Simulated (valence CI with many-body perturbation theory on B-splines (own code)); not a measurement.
The numbers below are computed, except where a source is named.
**Hyperfine factors and g values of Sm39+**

Level of theory: relativistic CI+MBPT: five valence electrons over a frozen Dirac-Fock core [Ar], a basis of 7 s, 7 p, 8 d, 6 f, 4 g, 1 h functions for each j, with the one-electron correlation potential Σ1, the two-electron term Σ2, the three-electron term Σ3, Breit, model QED; selected CI, second order for the rest, scaled by the run's own slope (own B-spline code, finite nucleus).

No measured spectrum was set against this ion. As an estimate, large intervals hold to a few tenths of a per cent, small ones and those within an open d or f shell to about a per cent. Only levels of the ground parity were solved; by the run's estimate the other parity begins above the list, which can be wrong where configurations are misplaced.

A/g_I is the dipole constant over the nuclear g factor μ/I (μ in nuclear magnetons, uniformly magnetised nucleus), B/Q the quadrupole constant per barn. Both hold the static response of the core; the bare values leave it out. Large factors of s and p1/2 electrons are usually good to 5 to 10 %; those of open d and f shells near neutrality can be off by tens of per cent, and small factors of p3/2, d and f electrons come from cancelling terms and can be off by a factor of two or in sign, in half-filled shells by more. B is blank for J = 1/2, where it vanishes, and for nearly pure S terms. Energies count from the lowest level.

Levels are named by their leading jj configuration (3d3/2^4 stands for four electrons in 3d with j = 3/2), which in mixed levels can hold well under half, so a name can repeat and another be missing. Letters in brackets count levels of one name in rising energy.

```
                      Level  E (cm⁻¹)      g  A/g_I (MHz)  A/g_I bare  B/Q (MHz/b)  B/Q bare
      (3d3/2^4 3d5/2) J=5/2         0  1.440        15100       16000        26500     26800
(3d3/2^3 3d5/2^2) J=5/2 [a]    169980  1.305        12400       13000        17000     17300
(3d3/2^3 3d5/2^2) J=7/2 [a]    248760  1.150        23000       23300        35800     36400
(3d3/2^3 3d5/2^2) J=3/2 [a]    256890  1.221        27200       27600        30200     30700
   (3d3/2^3 3d5/2^2) J=11/2    259400  1.125        28500       28800          104      53.2
    (3d3/2^3 3d5/2^2) J=9/2    287870  1.143        25600       26000        35800     36300
(3d3/2^3 3d5/2^2) J=5/2 [b]    303480  1.145        26000       26400         3210      3280
    (3d3/2^3 3d5/2^2) J=1/2    315520  1.857       -13800      -12200                       
(3d3/2^3 3d5/2^2) J=7/2 [b]    340520  1.100        30500       30800       -35000    -35500
(3d3/2^2 3d5/2^3) J=5/2 [a]    416010  1.241        12900       13400         1990      2020
(3d3/2^3 3d5/2^2) J=3/2 [b]    419430  0.794        49100       48800       -33000    -33500
(3d3/2^2 3d5/2^3) J=7/2 [a]    461160  1.212        19700       20100        -4780     -4860
   (3d3/2^2 3d5/2^3) J=11/2    467560  1.076        28600       28800         1250      1280
(3d3/2^2 3d5/2^3) J=9/2 [a]    481380  1.142        24600       24900        -5860     -5960
(3d3/2^2 3d5/2^3) J=1/2 [a]    499540  0.549        70900       70100                       
   (3d3/2^2 3d5/2^3) J=13/2    501020  1.070        30400       30600        -58.6     -53.6
(3d3/2^2 3d5/2^3) J=3/2 [a]    509100  1.184        24000       24400         2420      2450
(3d3/2^2 3d5/2^3) J=5/2 [b]    521600  1.018        32700       32800        -6400     -6480
(3d3/2^2 3d5/2^3) J=9/2 [b]    555690  1.101        27800       28100         1760      1790
(3d3/2^2 3d5/2^3) J=7/2 [b]    571400  0.985        36900       37000        -1280     -1300
(3d3/2^2 3d5/2^3) J=5/2 [c]    581570  1.039        31600       31700         7300      7400
(3d3/2^2 3d5/2^3) J=3/2 [b]    597030  0.819        46100       45900         3620      3690
(3d3/2^2 3d5/2^3) J=7/2 [c]    622300  1.044        33400       33500         3730      3780
(3d3/2^2 3d5/2^3) J=1/2 [b]    624880  1.818       -13700      -12200                       
(3d3/2^2 3d5/2^3) J=9/2 [c]    674920  1.105        27600       27800        22600     22900
  (3d3/2 3d5/2^4) J=5/2 [a]    697100  1.234        14800       15300       -19800    -20000
  (3d3/2 3d5/2^4) J=7/2 [a]    753190  1.187        21600       22000       -47200    -47900
     (3d3/2 3d5/2^4) J=11/2    766010  1.064        29600       29800        -1460     -1420
  (3d3/2 3d5/2^4) J=3/2 [a]    772710  0.995        28000       28000       -26200    -26600
(3d3/2^2 3d5/2^3) J=5/2 [d]    780700  1.132        23100       23400        20900     21200
(3d3/2^2 3d5/2^3) J=3/2 [c]    786200  1.119        28000       28300       -25300    -25700
      (3d3/2 3d5/2^4) J=9/2    819420  1.109        26400       26600       -54200    -55100
  (3d3/2 3d5/2^4) J=5/2 [b]    848470  1.113        25800       26100         2120      2160
  (3d3/2 3d5/2^4) J=7/2 [b]    866670  0.985        33700       33800        48600     49400
      (3d3/2 3d5/2^4) J=1/2    931320  1.083        -2730       -2460                       
  (3d3/2 3d5/2^4) J=3/2 [b]   1021700  0.881        47600       47500        48300     49100
            (3d5/2^5) J=5/2   1056200  1.149        21300       21600       -52900    -53700
```

Question: Take the isotope of mass number 149, with I = 7/2, μ = -0.6677 μN, leaving out the quadrupole term. What is the hyperfine structure of (3d3/2^3 3d5/2^2) J=5/2 [a]?

Answer: From the table A = -2370 MHz. Shifts from the centre of gravity in MHz: F = 1: 26700, F = 2: 21900, F = 3: 14800, F = 4: 5330, F = 5: -6520, F = 6: -20700.
